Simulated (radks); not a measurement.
Spherical quantum dot in the effective-mass picture: electrons in a well V = -V0 / (1 + exp((r - R)/a)) with V0 = 30.7, R = 1.38, a = 0.1, with a point charge +2 (a donor) at the centre, all in effective atomic units (hartree* = m*/eps^2 hartree, bohr* = eps/m* bohr), one dielectric constant everywhere. Method: non-relativistic Kohn-Sham, LDA (Slater exchange, Perdew-Wang correlation), spin-polarised, spherical densities; computed with a radial shooting solver with Libxc functionals. Levels are named by radial order and angular momentum (1s, 1p, 1d, 2s, ...), and open shells are averaged over m. Each electron was tried in the lowest free levels, single moves between levels near the top were tried too, and the lowest total energy was kept; such a search can miss a lower state. The series stops at N = 19: beyond it a trial failed or the search could not be trusted, so later rows were left out. At N = 1 the Hartree and exchange-correlation terms need not cancel, so that row can carry a self-interaction error.

\begin{tabular}{lrrrrr}
N & open shells & 2S & E (hartree*) & mu = E(N) - E(N-1) (hartree*) & addition energy mu(N+1) - mu(N) (hartree*) \\ \hline
1 & 1s(up 1, down 0) & 1 & -32.1135 & -32.113 & 1.544 \\
2 & none & 0 & -62.6831 & -30.570 & 4.742 \\
3 & 1p(up 1, down 0) & 1 & -88.5110 & -25.828 & 0.9378 \\
4 & 1p(up 2, down 0) & 2 & -113.401 & -24.890 & 0.9677 \\
5 & 1p(up 3, down 0) & 3 & -137.323 & -23.922 & 1.265 \\
6 & 1p(up 3, down 1) & 2 & -159.980 & -22.657 & 0.9147 \\
7 & 1p(up 3, down 2) & 1 & -181.723 & -21.742 & 0.9387 \\
8 & none & 0 & -202.526 & -20.804 & 4.072 \\
9 & 1d(up 1, down 0) & 1 & -219.258 & -16.732 & 0.8681 \\
10 & 1d(up 2, down 0) & 2 & -235.121 & -15.864 & 0.8732 \\
11 & 1d(up 3, down 0) & 3 & -250.112 & -14.990 & 0.8757 \\
12 & 1d(up 4, down 0) & 4 & -264.227 & -14.115 & 0.8766 \\
13 & 1d(up 5, down 0) & 5 & -277.465 & -13.238 & 1.114 \\
14 & 1d(up 5, down 0) 2s(up 1, down 0) & 6 & -289.589 & -12.125 & 0.8835 \\
15 & 1d(up 5, down 2) & 3 & -300.830 & -11.241 & 0.8366 \\
16 & 1d(up 5, down 3) & 2 & -311.235 & -10.405 & 0.8562 \\
17 & 1d(up 5, down 4) & 1 & -320.783 & -9.5484 & 0.8572 \\
18 & none & 0 & -329.474 & -8.6912 & 1.179 \\
19 & 2s(up 1, down 0) & 1 & -336.987 & -7.5122 & - \\
\end{tabular}

All shells are closed at N = 2, 8, 18 (there: 1s2 1p6 1d10); the second difference of the energy has clear peaks (12 % above both neighbours; the first and last values, which can be the largest, are not judged, and half-filled shells can peak too) at N = 2, 5, 8, 13.
